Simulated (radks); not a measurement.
Question: All-electron atom: Dy in [Xe] 4f10 6s2 (the NIST ground configuration). All-electron calculation, Dirac Kohn-Sham, BLYP, spin-unpolarised, spherical densities, finite nucleus; open shells fill j = l - 1/2 first; Fermi nuclear charge, rms radius 5.2218 fm. Program: a radial shooting solver on a logarithmic mesh with Libxc functionals.

Spin-orbit splittings of the eigenvalues, e(l+1/2) - e(l-1/2), with zeta = 2 splitting/(2l+1) and mean radii in bohr:

shell  occ.  splitting (eV)  zeta (eV)  <r> j=l-1/2  <r> j=l+1/2
2p        6           800.5      533.7      0.07437      0.08143
3p        6           166.2      110.8       0.2238       0.2372
3d       10           36.30      14.52       0.2096       0.2138
4p        6           37.18      24.79       0.5404       0.5710
4d       10           6.730      2.692       0.6036       0.6146
4f       10          0.8742     0.2498       0.8739       0.8979
5p        6               ?          ?        1.475        1.585

Estimate the 5p splitting.

Answer: 4.681 eV (zeta = 3.121 eV).
